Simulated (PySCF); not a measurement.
A structure optimised at PBE-D3(BJ)/def2-SVP, used in a PySCF frequency run:

```
O
C 1 1.4181
H 2 1.1108 1 108.29
H 2 1.1146 3 108.15 1 121.77
H 2 1.1152 3 108.14 4 116.21
Sb 1 2.0158 2 118.78 3 -172.66
O 6 2.0017 1 100.59 2 -38.35
H 7 0.9818 6 105.09 1 80.05
O 6 2.0266 7 87.73 8 -16.01
H 9 0.9776 6 110.98 7 158.19
```
Charge 0, spin multiplicity 1.

Question: Write its SMILES and formula.

Answer: C[O][Sb]([OH])[OH], CH5O3Sb

Question: What are its rotational constants (standard atomic weights)?

Answer: 3.6221, 2.1714, 2.1671 GHz
